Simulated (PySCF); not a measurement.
Phenylmethanimine, C₇H₇N.
SMILES: `c1cccc(/C=N\[H])c1`

Torsions of this conformer, `[H]/[N:1]=[CH:2]\[c:3]1[cH:4][cH:5][cH:6][cH:7][cH:8]1`: N1–C2–C3–C4 0°.

The closed-shell ground state was solved at several levels (PySCF, density fitting, gas phase, non-relativistic). Isolated species at its PBE0-D3(BJ)/def2-SVP geometry (one conformer only).

```json
{"level": "B3LYP/pcJ-1", "basis functions": "286", "HOMO (eV)": "-7.18", "LUMO (eV)": "-1.68", "gap (eV)": "5.50", "dipole (D)": "3.03"}
{"level": "B3LYP/def2-SVPD", "basis functions": "216", "HOMO (eV)": "-7.22", "LUMO (eV)": "-1.79", "gap (eV)": "5.43", "dipole (D)": "3.09"}
{"level": "PBE0/pcSseg-1", "basis functions": "171", "HOMO (eV)": "-7.43", "LUMO (eV)": "-1.54", "gap (eV)": "5.89", "dipole (D)": "3.02"}
```

(1) What might PBE/pcSseg-1 (171 basis functions) give for the same quantities?

(2) Over all these levels, which gives the widest orbital gap and which the narrowest?

(3) How far do the dipole and the HOMO energy spread over the levels?

## Answers

(1) HOMO -6.11 eV, LUMO -2.41 eV, gap 3.70 eV, dipole 2.92 D.

(2) PBE0/pcSseg-1 (global hybrid, 25 % exact exchange) has the widest, 5.89 eV, and PBE/pcSseg-1 (GGA) the narrowest, 3.70 eV. The two share the basis. From the narrowest to the widest the HOMO moves by -1.32 eV and the LUMO by +0.87 eV.

(3) The dipole runs from 2.92 to 3.09 D (mean 3.02 D) and the HOMO from -7.43 to -6.11 eV.
